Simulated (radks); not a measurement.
The numbers below are computed, except where a source is named.
Species: Ho. Configuration: [Xe] 4f11 6s2 (the NIST ground configuration).

Level of theory: scalar-relativistic Kohn-Sham, PBE, spin-polarised, spherical densities, point nucleus; open shells are filled with parallel spins first (spin-orbit coupling, left out, can overturn this in heavy ions) (a radial shooting solver on a logarithmic mesh with Libxc functionals).

Energy parts (eV):
| part | energy |
|---|---|
| total | -343309.99 |
| kinetic | 371329.55 |
| electron-nucleus | -841390.97 |
| Hartree | 134107.15 |
| exchange-correlation | -7355.72 |

Orbitals (lengths in bohr, moments of r in powers of bohr; r(90%) holds 90 % of the orbital's charge):
orbital  occ.  eigenvalue (eV)      <r>  r(90%)
1s up       1        -55500.83  0.02074  0.0376
1s down     1        -55500.83  0.02074  0.0376
2s up       1        -9283.191  0.08809   0.136
2s down     1        -9283.163  0.08809   0.136
2p up       3        -8223.324  0.07807   0.127
2p down     3        -8223.303  0.07806   0.127
3s up       1        -2073.823   0.2299   0.337
3s down     1        -2072.599   0.2298   0.337
3p up       3        -1750.005   0.2289   0.342
3p down     3        -1748.783   0.2288   0.342
3d up       5        -1339.307   0.2079   0.323
3d down     5        -1338.375   0.2078   0.323
4s up       1        -410.7019   0.5188   0.745
4s down     1        -408.0531   0.5188   0.745
4p up       3        -304.1522   0.5501   0.800
4p down     3        -301.5384   0.5502   0.800
4d up       5        -160.3025   0.5963   0.897
4d down     5        -157.7274   0.5968   0.898
5s up       1         -50.9792    1.273    1.84
5s down     1         -49.6964    1.282    1.85
5p up       3         -26.3008    1.514    2.24
5p down     3         -25.3909    1.530    2.26
4f up       7          -4.1554   0.8413    1.47
6s up       1          -3.8302    4.042    6.02
6s down     1          -3.7516    4.090    6.09
4f down     4          -1.9280   0.8808    1.56
6p up       0          -1.1587    5.885    8.97
6p down     0          -1.1384    5.958    9.08
5d up       0          -1.1320    3.493    6.07
5d down     0          -0.9608    3.709    6.48

The highest occupied level is 4f down at -1.928 eV. Summed over all electrons, <r^2> = 76.54 bohr^2, which gives a Langevin (diamagnetic) susceptibility term of -60.6 x 10^-6 cm^3/mol. The density falls to 0.001 e/bohr^3 at r = 5.13 bohr.
